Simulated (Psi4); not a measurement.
dichloromethane (CH$_{2}$Cl$_{2}$), singlet, geometry from GFN2-xTB, atoms displaced at random by about 0.02 Å a coordinate; B3LYP/STO-3G run with Psi4.

The Psi4 input:
```
memory 2 GB

molecule {
0 1
  C    -0.00604581   -0.01973681    0.79649833
  Cl    0.02437646    1.44500139   -0.18764625
  Cl   -0.03989493   -1.47203477   -0.18079849
  H    -0.88654158    0.01902694    1.39006435
  H     0.88962383    0.02744758    1.37029766
}

set basis sto-3g

optimize('b3lyp')
print_variables()
```

Task: Predict the main parts of the log of this Psi4 run.

Result: 
```
invalid escape sequence '\d'

gradient() will perform analytic gradient computation.

   => Loading Basis Set <=

    Name: STO-3G
    Role: ORBITAL
    Keyword: BASIS

         ---------------------------------------------------------
                                   SCF
               by Justin Turney, Rob Parrish, Andy Simmonett
                          and Daniel G. A. Smith
                              RKS Reference
         ---------------------------------------------------------

  ==> Geometry <==

    Molecular point group: c1
    Full point group: C1

    Geometry (in Angstrom), charge = 0, multiplicity = 1:

       Center              X                  Y                   Z               Mass
    ------------   -----------------  -----------------  -----------------  -----------------
         C            0.001245220114    -0.006213469422     0.802979880857    12.000000000000
         CL           0.031667490114     1.458524730578    -0.181164699143    34.968852682000
         CL          -0.032603899886    -1.458511429422    -0.174316939143    34.968852682000
         H           -0.879250549886     0.032550280578     1.396545900857     1.007825032230
         H            0.896914860114     0.040970920578     1.376779210857     1.007825032230

  Running in c1 symmetry.

  Rotational constants: A =      1.09382  B =      0.11205  C =      0.10363 [cm^-1]
  Rotational constants: A =  32792.04048  B =   3359.27810  C =   3106.64237 [MHz]
  Nuclear repulsion =  135.631012184958223

  Charge       = 0
  Multiplicity = 1
  Electrons    = 42
  Nalpha       = 21
  Nbeta        = 21

  ==> Algorithm <==

  SCF Algorithm Type is DF.
  DIIS enabled.
  MOM disabled.
  Fractional occupation disabled.
  Guess Type is SAD.
  Energy threshold   = 1.00e-08
  Density threshold  = 1.00e-08
  Integral threshold = 1.00e-12

  ==> Primary Basis <==

  Basis Set: STO-3G
    Blend: STO-3G
    Number of shells: 15
    Number of basis functions: 25
    Number of Cartesian functions: 25
    Spherical Harmonics?: true
    Max angular momentum: 1

  ==> DFT Potential <==

   => LibXC <=

    Version 7.1.2
    S. Lehtola, C. Steigemann, M. J. T. Oliveira, and M. A. L. Marques,  SoftwareX 7, 1–5 (2018) (10.1016/j.softx.2017.11.002)

   => Composite Functional: B3LYP <=

    B3LYP Hyb-GGA Exchange-Correlation Functional

    P. J. Stephens, F. J. Devlin, C. F. Chabalowski, and M. J. Frisch,  J. Phys. Chem. 98, 11623 (1994) (10.1021/j100096a001)

[...]
  @DF-RKS Final Energy:  -949.18386325940003
    Total Energy =                       -949.1838632594000273
  @DF-RKS Final Energy:  -949.19463913344839
    Total Energy =                       -949.1946391334483906
  @DF-RKS Final Energy:  -949.19480231496277
    Total Energy =                       -949.1948023149627716
  @DF-RKS Final Energy:  -949.19485509414937
    Total Energy =                       -949.1948550941493750
  @DF-RKS Final Energy:  -949.19485779354591
    Total Energy =                       -949.1948577935459070
[...]
	           O(4,1,2,3)      55.77565        0.00000        0.00373      55.77938
	           O(4,1,2,5)     -54.79004        0.00000        0.03668     -54.75336
	           O(4,1,3,5)      54.76195       -0.00000       -0.01508      54.74688
	           O(5,1,2,3)     -55.73904       -0.00000       -0.02560     -55.76465
	           O(5,1,2,4)      54.77278       -0.00000       -0.02276      54.75002
	           O(5,1,3,4)     -54.76305        0.00000        0.01933     -54.74372
	-------------------------------------------------------------------------------

	                                 ==> Convergence Check <==

	Measures of convergence in internal coordinates in au.

	Criteria marked as inactive (o), active & met (*), and active & unmet ( ).

	----------------------------------------------------------------------------------------------
	   Step    Total Energy     Delta E     Max Force     RMS Force      Max Disp      RMS Disp
	----------------------------------------------------------------------------------------------
	  Convergence Criteria     1.00e-06 *    3.00e-04 *             o    1.20e-03 *             o
	----------------------------------------------------------------------------------------------
	     5    -949.19485779   -2.70e-06      6.66e-05 *    2.59e-05 o    6.40e-04 *    3.10e-04 o  ~
	----------------------------------------------------------------------------------------------

Next Geometry in Ang
	Fragment 1 (Ang)

	    C   0.0064517061   0.0076874202   0.8270577385
	   Cl   0.0213475358   1.5307635652  -0.1981531600
	   Cl  -0.0241289473  -1.5342283106  -0.1692142376
	    H  -0.9048411005   0.0272081043   1.4571620765
	    H   0.9272565314  -0.0001094025   1.4434363098

    Final optimized geometry and variables:
    Molecular point group: c1
    Full point group: C1

    Geometry (in Angstrom), charge = 0, multiplicity = 1:

    C            0.006514700353     0.007606616387     0.826884114452
    CL           0.021201859677     1.530847767634    -0.198170200325
    CL          -0.024084592621    -1.534239294146    -0.169187292138
    H           -0.904692056930     0.027369159446     1.457172363102
    H            0.927145814955    -0.000262872680     1.443589742080

  Variable Map:
  ----------------------------------------------------------------------------
[...]
  Array Variable Map:
  ----------------------------------------------------------------------------
[...]
Optimizer: Optimization complete!
```
